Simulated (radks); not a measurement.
Results of a calculation; reference values are marked as such.
Task: Neutral neon, configuration [Ne]. Code: a radial shooting solver on a logarithmic mesh with Libxc functionals. Model: scalar-relativistic Kohn-Sham, LDA (Slater exchange, Perdew-Wang correlation), spin-polarised, spherical densities, finite nucleus; Fermi nuclear charge, rms radius 3.0055 fm; hard spherical wall at 10 bohr. Some entries of the table are withheld. Estimate them.

| orbital | occ. | eigenvalue (hartree) | <r> (bohr) | <r^2> (bohr^2) |
|---|---|---|---|---|
| 1s | 2 | (1) | 0.1587 | 0.03397 |
| 2s | 2 | -1.32722 | 0.9025 | 0.9960 |
| 2p | 6 | -0.49737 | 0.9815 | (2) |
| 3s | 0 | 0.01512 | 4.702 | 24.92 |
| 3p | 0 | (3) | 5.544 | 33.51 |
| 3d | 0 | 0.14699 | 6.188 | (4) |

Result: 
(1) 1s eigenvalue (hartree): -30.34742
(2) 2p <r^2> (bohr^2): 1.297
(3) 3p eigenvalue (hartree): 0.07641
(4) 3d <r^2> (bohr^2): 40.54
